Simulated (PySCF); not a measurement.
Electron correlation in Sn⁺ (tin, charge +1)

[Kr] 4d10 5s2 5d1, 2D determinant (an excited configuration). Computed with PySCF 2.14 in aug-cc-pwCVTZ-DK3 with one added diffuse shell each of s, p, d, f type (11s10p8d5f1g, 125 functions), with the spin-free X2C one-electron Hamiltonian (Gaussian nucleus). Frozen: [Kr] 4d10; 3 electrons correlated.

MP2 pair energies summed by pair of shells (mhartree):

```tsv
pair	energy	share (%)
5s-5s	-25.32	66.8
5s-5d	-12.56	33.2
```

Total MP2 correlation energy: -37.88 mhartree.

Same-spin part -3.84 and opposite-spin part -34.04 mhartree; SCS-MP2 scales them by 1/3 and 6/5 to -42.13 mhartree.
